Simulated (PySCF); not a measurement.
C₆ coefficients of unlike pairs at M06

Calculated with PySCF 2.14 from the dipole response of each species, C₆(A,B) = (3/π) ∫ α_A(iu) α_B(iu) du, in atomic units, from isotropic polarisabilities. For ions this is the dispersion term alone; charge-induced terms of lower order in 1/R come first.

| species | configuration | basis | relativity | α (bohr³) | C₆ (like pair) |
| --- | --- | --- | --- | --- | --- |
| Zn | [Ar] 3d10 4s2 (1S) | aug-cc-pVTZ-DK (8s7p5d3f2g) | spin-free X2C | 30.59 | 191.7 |
| Sc(2+) | [Ar] 3d1 (2D) | aug-cc-pVDZ (7s6p4d2f) | none | 4.915 | 13.20 |
| Li | [He] 2s1 (2S) | dyall-av3z (15s9p3d) | none | 139.2 | 1052 |
| Cl | [Ne] 3s2 3p5 (2P) | x2c-QZVPPall with one added diffuse shell each of s, p, d, f type (10s7p5d3f1g) | spin-free X2C | 15.02 | 93.43 |

(1) Estimate C₆ for Cl with Zn.

No spin-orbit coupling is included.

The other pairs:

```csv
pair,C₆
"Li, Zn",364.5
"Li, Sc(2+)",66.63
"Cl, Sc(2+)",34.04
"Cl, Li",203.1
"Sc(2+), Zn",44.97
```

Results:

(1) The integral gives 128.1. The combination rule 2 C_A C_B / (C_A α_B/α_A + C_B α_A/α_B) gives 126.0 and the geometric mean 133.8.
